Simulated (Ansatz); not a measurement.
An input meant for CoS₂⁻ (charge -1, singlet).

A further run on the cluster CoS2⁻.

```yaml
crystal:
  periodic: [false, false, false]
  atoms:
    - {symbol: Co, position_ang: [-0.673639, -0.410017, 0.975097]}
    - {symbol: S, position_ang: [0.601036, 1.060004, 0.054514]}
    - {symbol: S, position_ang: [0.072603, -0.649998, -1.029611]}
basis:
  gaussian: {orbitals: pcseg-2, fitting: {mean_field: cc-pVTZ-jkfit}}
total_charge: -1
hamiltonian: {xc: {name: revPBE}, dispersion: d3bjatm}
scf: {lower_state_search: light}
output: {forces: true}
```

```sh
$ ansatz run in.yaml --threads 4 --pin off --events-out ev --progress --plain --max-ram 3916MiB
```

Shortened log:

```
Functional definition: revPBE
Error: [file] the basis set cc-pVTZ-JKFIT has no functions for Co
```

The highest occupied level of an anion often lies above zero with these methods, and sets without diffuse functions describe the outer electron poorly. The restricted singlet is unstable towards broken spin symmetry at other levels; at RKS revPBE-D3(BJ)-ATM/pcseg-2 this wasn't settled.
